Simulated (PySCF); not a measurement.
A species of formula C5H9FSi2 has this rotational fingerprint, computed with wB97X-D/def2-SVPD in PySCF (dipole) on a GFN2-xTB geometry, gas phase:

- Rotational constants: A = 1827, B = 1108, C = 848.9 MHz
- Dipole components: |μa| = 1.98 D, |μb| = 0.13 D, |μc| = 0.29 D
- Inertial defect: -137.56 u·Å²
- κ: -0.47

Question: Which candidate fits, each taken in the one conformer that was computed?
A. `[CH2:1]=[CH:2][Si@@H:3]1[SiH2:4][C:5]([F:6])=[C:7]1[CH3:8]` with C1–C2–Si3–Si4 64°
B. `[CH:1]#[C:2][Si@@H:3]1[CH2:4][SiH2:5][C@H:6]([F:7])[CH2:8]1` with C2–Si3–C4–Si5 -122°, Si3–C4–Si5–C6 -14°, C4–Si5–C6–F7 158°, Si5–C6–C8–Si3 -42°

Answer: A. It is C=C[Si@@H]1[SiH2]C(F)=C1C, an asymmetric top, point group C1. The candidates at the same level (rigid rotor, commonest isotopes):

```
                      SMILES  A (MHz)  B (MHz)  C (MHz)  μa (D)  μb (D)  μc (D)  Δ (u·Å²)  point group           rotor
C#C[Si@@H]1C[SiH2][C@H](F)C1     2446    869.9    729.8    1.69    1.22    0.56    -95.15           C1  asymmetric top
   C=C[Si@@H]1[SiH2]C(F)=C1C     1827     1108    848.9    1.98    0.13    0.29   -137.56           C1  asymmetric top
```

`C#C[Si@@H]1C[SiH2][C@H](F)C1` has A 34 % too high. No structure here is proved a minimum.
